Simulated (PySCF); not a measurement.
PySCF 2.14 output of an unrestricted CAM-B3LYP calculation on a single atom or ion in aug-cc-pVQZ-PP with ECP10MDF, with scalar relativity through the core potential:

```
SCF conv_tol = 1e-09
number electrons alpha = 11  beta = 10
    T. Yanai, D. P. Tew, and N. C. Handy.,  Chem. Phys. Lett. 393, 51 (2004)
cycle= 1 E= -293.934660157283  delta_E= -0.0064  |g|= 0.107  |ddm|= 1.27
cycle= 2 E= -293.935081003892  delta_E= -0.000421  |g|= 0.0935  |ddm|= 0.67
cycle= 3 E= -293.936374104505  delta_E= -0.00129  |g|= 0.0014  |ddm|= 0.286
cycle= 4 E= -293.93637776856  delta_E= -3.66e-06  |g|= 0.000192  |ddm|= 0.039
cycle= 5 E= -293.93637794019  delta_E= -1.72e-07  |g|= 1.25e-05  |ddm|= 0.011
cycle= 6 E= -293.936377940357  delta_E= -1.67e-10  |g|= 5.4e-07  |ddm|= 0.000339
converged SCF energy = -293.936377940357  <S^2> = 0.75004764  2S+1 = 2.0000476
```

The run itself started from symmetry-adapted Hartree-Fock orbitals and held the occupation by maximum overlap, on a logarithmic radial grid, so the iterations belong to that start.

**Question.** Which element, charge and spin multiplicity is this?

**Answer.** Ge⁺ (germanium, charge +1), multiplicity 2; the state was [Ar] 3d10 4s2 5s1, 2S determinant (an excited configuration).

Energies and moments cover only the electrons outside the core potential. The outer electron is Rydberg-like, and this basis confines it to a smaller radius and binds it less than a complete one would.
